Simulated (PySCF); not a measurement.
# Static response to an electric field

Species: C₄H₁₃PSi.
Numbering: `[CH3:1][C:2]([CH3:3])([CH3:4])[SiH2:5][PH2:6]` (hydrogens: H7, H8, H9 on C1; H10, H11, H12 on C3; H13, H14, H15 on C4; H16, H17 on Si5; H18, H19 on P6)

Geometry (GFN2-xTB, Å), atoms numbered from 1 in this order:
```
atom  x, y, z in Å
C1    -0.5930   -1.3841   -0.5134
C2    -0.5206    0.0560   -0.0061
C3    -0.7625    0.0607    1.5030
C4    -1.5980    0.8907   -0.6936
Si5    1.2162    0.7871   -0.3739
P6     2.7095   -0.5205    0.6688
H7     0.1719   -1.9954   -0.0340
H8    -0.4432   -1.4272   -1.5909
H9    -1.5653   -1.8222   -0.2885
H10   -0.7673    1.0771    1.8919
H11   -1.7230   -0.3976    1.7382
H12    0.0172   -0.5004    2.0179
H13   -2.5879    0.4889   -0.4788
H14   -1.5665    1.9212   -0.3475
H15   -1.4587    0.8922   -1.7723
H16    1.4284    0.8718   -1.8276
H17    1.3335    2.1402    0.1856
H18    3.7989    0.2508    0.3118
H19    2.9006   -1.3801   -0.3981
```

Level: CAM-B3LYP/def2-SVPD (PySCF), static field, nuclei fixed, core orbitals frozen in the response. The polarisability tensor in these axes (au):

```
x   116.11  -4.34   4.38
y    -4.34  97.25  -4.04
z     4.38  -4.04  95.08
```

Task: Diagonalise the tensor; give its mean and Δα, where Δα² is half the sum of the squared differences of the eigenvalues.

Result: Principal values 91.95, 98.27 and 118.22 au; mean 102.81 au = 15.24 Å³ = 16.95 × 10⁻⁴⁰ C²·m²/J; Δα = 23.75 au (23 % of the mean).

Task: What is the dipole moment, and where does it point?

Result: (-0.55, 0.06, -0.58) D, 0.80 D in size, pointing from the negative to the positive side. Measured along this direction, the outermost atoms are H18 at the negative end and H15 at the positive end.

Task: Along which axes do the principal values lie, and how far do the nuclei extend along each?

Result: Largest value along (0.95, -0.24, 0.22), where the nuclei span 6.27 Å; middle along (0.32, 0.78, -0.54), 3.93 Å; least along (-0.04, 0.58, 0.81), 4.30 Å. The strongest response lies along the longest span, while the other two are in reverse order.

Task: Estimate the molar refractivity from the static electronic polarisability.

Result: Lorentz–Lorenz: R = (4π/3)N_A α = 2.5225 cm³/(mol·Å³) × 15.24 Å³ = 38.4 cm³/mol, in the limit of long wavelengths.

Task: In a dilute gas of rigid molecules at 298 K, how does the orientational term μ²/3kT compare with the electronic polarisability?

Result: In Gaussian units μ²/3kT = 5.22 Å³ against 15.24 Å³, a ratio of 0.34; the Debye molar polarisation (4π/3)N_A(α + μ²/3kT) is 51.6 cm³/mol, leaving out the vibrational part.

Task: Sum over states: ᾱ = Σ f/ω², ω in Eh. What share falls to these 8 lowest TDDFT singlets (eV, f)? 6.50, 0.0159; 6.82, 0.0252; 7.11, 0.2769; 7.45, 0.0185; 7.54, 0.0345; 7.68, 0.0166; 7.85, 0.0047; 8.12, 0.0173.

Result: They add up to 5.89 au, 5.7 % of the 102.81 au; the largest single term is 4.05 au, from the state at 7.11 eV. Terms in order: 0.28, 0.40, 4.05, 0.25, 0.45, 0.21, 0.06, 0.19 au. Higher excitations give the rest. The strengths listed sum to 0.410.

Task: Traceless (Buckingham) quadrupole moment about the centre of nuclear charge: eigenvalues?

Result: -4.22, 1.50, 2.71 D·Å. The values depend on the origin, since the dipole doesn't vanish. The electronic extent ⟨r²⟩ about the same centre is 1115 bohr², a root-mean-square distance of 2.17 Å for the 66 electrons.

Geometry: GFN2-xTB, one conformer, isolated molecule.
